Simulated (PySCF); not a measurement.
## Continuum solvent and chemical shifts

Geometry:
| atom | x (Å) | y (Å) | z (Å) |
| --- | --- | --- | --- |
| C1 | 3.619 | 0.847 | -0.345 |
| C2 | 2.757 | -0.104 | -0.709 |
| C3 | 1.275 | 0.067 | -0.818 |
| C4 | 0.522 | -0.846 | 0.151 |
| C5 | -1.021 | -0.864 | 0.045 |
| C6 | -1.465 | -1.400 | -1.320 |
| C7 | -1.571 | -1.752 | 1.157 |
| C8 | -1.539 | 0.549 | 0.192 |
| N9 | -2.112 | 0.975 | 1.234 |
| C10 | -2.551 | 2.339 | 1.274 |
| H11 | 4.692 | 0.652 | -0.276 |
| H12 | 3.281 | 1.860 | -0.103 |
| H13 | 3.141 | -1.107 | -0.935 |
| H14 | 0.967 | -0.159 | -1.855 |
| H15 | 1.017 | 1.122 | -0.635 |
| H16 | 0.876 | -1.884 | 0.017 |
| H17 | 0.792 | -0.562 | 1.182 |
| H18 | -2.563 | -1.466 | -1.375 |
| H19 | -1.129 | -0.759 | -2.150 |
| H20 | -1.058 | -2.410 | -1.488 |
| H21 | -2.669 | -1.804 | 1.110 |
| H22 | -1.168 | -2.773 | 1.065 |
| H23 | -1.306 | -1.351 | 2.144 |
| H24 | -1.381 | 1.213 | -0.687 |
| H25 | -2.341 | 2.910 | 0.347 |
| H26 | -3.636 | 2.372 | 1.468 |
| H27 | -2.072 | 2.856 | 2.121 |

GIAO PBE0/pcSseg-1 in PySCF on one PBE0-D3(BJ)/def2-SVP conformer, non-relativistic, equivalent nuclei averaged. Solvents enter as an IEF-PCM continuum (chloroform with ε = 4.7, dichloromethane with ε = 8.9) around the gas-phase geometry. Shifts are referred to TMS computed in the same medium.

Gas phase, δ in ppm: C8 176.9, C2 149.1, C1 122.6, C10 51.1, C4 46.8, C5 38.9, C3 33.5, C6/C7 26.8, H24 7.68, H13 5.92, H12 5.28, H11 5.21, H25/H26/H27 3.44, H14/H15 2.05. Dipole moment 1.19 D.

(1) How does each δ change in the continuum?

(2) Which nuclei move most (in ppm), and what does the model miss?

Results:

(1) 
| atoms | environment | Δδ, chloroform | Δδ, dichloromethane |
| --- | --- | --- | --- |
| C8 | C=N carbon | +3.5 | +4.4 |
| C2 | alkene CH | +2.3 | +2.8 |
| C1 | terminal =CH2 carbon | +0.1 | +0.1 |
| C10 | methyl carbon bonded to N | +0.2 | +0.2 |
| C4 | sp3 CH2 | +0.4 | +0.5 |
| C5 | quaternary sp3 carbon | +0.9 | +1.1 |
| C3 | allylic sp3 CH2 | +0.4 | +0.5 |
| C6/C7 | methyl carbon | +0.1 | +0.2 |
| H24 | hydrogen on a C=N carbon | +0.14 | +0.18 |
| H13 | hydrogen on an alkene CH | +0.14 | +0.18 |
| H12 | hydrogen on a terminal =CH2 carbon | +0.06 | +0.07 |
| H11 | hydrogen on a terminal =CH2 carbon | +0.05 | +0.06 |
| H25/H26/H27 | hydrogen on a methyl carbon bonded to N | +0.03 | +0.04 |
| H14/H15 | hydrogen on an allylic sp3 CH2 | +0.07 | +0.09 |

Changes are relative to the gas phase. The dipole moment becomes 1.66 D in chloroform, 1.80 D in dichloromethane.

(2) C8 (C=N carbon, +4.4 ppm) in dichloromethane. A continuum only polarises the solute; specific hydrogen bonds, the anisotropy of aromatic solvents and changes of geometry or conformer are outside it.
